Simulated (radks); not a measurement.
Problem. Species: Se3+. Configuration: [Ar] 3d10 4p1 4d2 (not the ground configuration). All-electron calculation, Dirac Kohn-Sham, PBE, spin-unpolarised, spherical densities, point nucleus; open shells are shared between the two j in proportion to 2j + 1. Program: a radial shooting solver on a logarithmic mesh with Libxc functionals. Some entries of the table are withheld. Estimate them.

| orbital | occ. | eigenvalue (hartree) | r(max) (bohr) |
|---|---|---|---|
| 1s1/2 | 2 | -461.1603 | 0.02879 |
| 2s1/2 | 2 | -60.73525 | 0.1645 |
| 2p1/2 | 2 | -54.66490 | (1) |
| 2p3/2 | 4 | -53.12933 | (2) |
| 3s1/2 | 2 | -9.53180 | 0.5024 |
| 3p1/2 | 2 | (3) | 0.4947 |
| 3p3/2 | 4 | (4) | 0.5032 |
| 3d3/2 | 4 | -3.64633 | 0.4508 |
| 3d5/2 | 6 | -3.61300 | 0.4535 |
| 4p1/2 | 0.333333 | -1.53397 | (5) |
| 4p3/2 | 0.666667 | -1.50962 | (6) |
| 4d3/2 | 0.8 | (7) | 2.151 |
| 4d5/2 | 1.2 | (8) | 2.159 |

Solution. 
(1) 2p1/2 r(max) (bohr): 0.1296
(2) 2p3/2 r(max) (bohr): 0.1327
(3) 3p1/2 eigenvalue (hartree): -7.45271
(4) 3p3/2 eigenvalue (hartree): -7.23630
(5) 4p1/2 r(max) (bohr): 1.578
(6) 4p3/2 r(max) (bohr): 1.603
(7) 4d3/2 eigenvalue (hartree): -0.84588
(8) 4d5/2 eigenvalue (hartree): -0.84335
